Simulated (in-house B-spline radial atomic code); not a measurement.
Whole-atom quantities along the 39-electron series, configuration [Kr] 4d3. Computed with an all-electron radial atomic-structure program (B-spline basis): non-relativistic Hartree-Fock, average of the configuration, point nuclei.

This level leaves out relativity, spin-orbit splitting included, which matters for heavy ions.

| ion | Z | E/Z² (Eh) | Σ<r²> (bohr²) | n(0)/Z³ (bohr⁻³) | Lamb diamagnetic shielding (ppm) | repulsion over attraction |
| --- | --- | --- | --- | --- | --- | --- |
| Tm30+ | 69 | -2.6212 | 3.8905 | 0.71461 | 7198.06 | 0.10798 |
| Yb31+ | 70 | ? | ? | ? | ? | ? |
| Lu32+ | 71 | -2.6392 | 3.5831 | 0.71547 | 7435.7 | 0.10538 |
| Hf33+ | 72 | ? | ? | ? | ? | ? |
| Ta34+ | 73 | -2.6562 | 3.3115 | 0.71628 | 7673.31 | 0.10288 |
| W35+ | 74 | -2.6645 | 3.1873 | 0.71668 | 7792.11 | 0.10168 |

Question: Fill in the row of Yb31+.

Answer: E/Z² (Eh): -2.6303; Σ<r²> (bohr²): 3.7319; n(0)/Z³ (bohr⁻³): 0.71504; Lamb diamagnetic shielding (ppm): 7316.88; repulsion over attraction: 0.10666.

Question: Fill in the row of Hf33+.

Answer: E/Z² (Eh): -2.6478; Σ<r²> (bohr²): 3.4432; n(0)/Z³ (bohr⁻³): 0.71588; Lamb diamagnetic shielding (ppm): 7554.51; repulsion over attraction: 0.10412.

Question: With what power of Z does the column «Σ<r²> (bohr²)» change over this range?

Answer: A fit of the logarithm of its size against log Z from Z = 69 to 74 has slope -2.85. Unscreened non-relativistic hydrogenic orbitals would give -2.
